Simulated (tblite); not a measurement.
Run record: tight-binding relaxation, `CC(C)(C)/C=[CH]\[GaH][Br]`.

Computed with GFN2-xTB geometry optimisation, gas phase (tblite 0.8.0). Start geometry: from a force field or distance geometry. The command runs a driver script over a list of jobs; the input below is this job's line of settings and its coordinates in Å.

Command:
```bash
OMP_NUM_THREADS=1 python probes_run.py task.json out
```

Input:
```
{"job": {"kind": "relax", "xc": "GFN2-xTB", "basis": "xTB"}, "charge": 0, "multiplicity": 1}
C     -0.115500     1.509300    -0.397600
C     -0.592400     0.083500    -0.278600
C     -2.065500     0.154200     0.076400
C     -0.551800    -0.680400    -1.553700
C      0.028700    -0.571300     0.916400
C      1.320900    -0.829500     1.025000
Ga     2.564300    -0.445600    -0.202800
Br     4.025800     1.309300    -0.412400
H      0.032700     1.768000    -1.473200
H     -0.947600     2.179200     0.001500
H      0.749300     1.662700     0.231600
H     -2.638800     0.079500    -0.879200
H     -2.334700    -0.721600     0.730400
H     -2.300500     1.112100     0.552100
H     -1.330700    -1.496200    -1.482600
H     -0.866100     0.045800    -2.334900
H      0.397900    -1.113400    -1.847100
H     -0.590300    -0.882300     1.772600
H      1.689000    -1.313800     1.953800
H      3.520100    -1.838800    -0.342700
```

Output:
```
step      E/eV     max force
  0    -658.97684    4.850
  1    -659.50069    1.777
  2    -659.65488    1.538
  3    -659.79743    0.753
  4    -659.90202    0.875
  5    -659.97161    0.904
  6    -660.04823    0.669
  7    -660.10744    0.580
  8    -660.15307    0.429
  9    -660.18312    0.373
... (207 lines left out)
217    -660.63813    0.044
218    -660.63870    0.040
219    -660.63909    0.031
220    -660.63931    0.040
221    -660.63948    0.035
222    -660.63961    0.022
223    -660.63971    0.018
224    -660.63978    0.018
225    -660.63984    0.013
226    -660.63988    0.009
```

«max force» is the largest atomic force in eV/Å.

Q: From which step on does the largest force stay under 0.1 eV/Å, and how much energy is left to gain from there?

A: From step 209 (0.081 eV/Å), 8.2 meV above the end.

Summary of the converged run: energy lowered by 38.4 kcal/mol over 226 steps; largest atomic force 0.009 eV/Å at the end.

Hardware: one thread, Arm Neoverse V1 (aarch64), no GPU, on a shared host. Cost: 2.3 s wall.
Labels such as C1 count atoms from 1, the log's own numbers from 0.
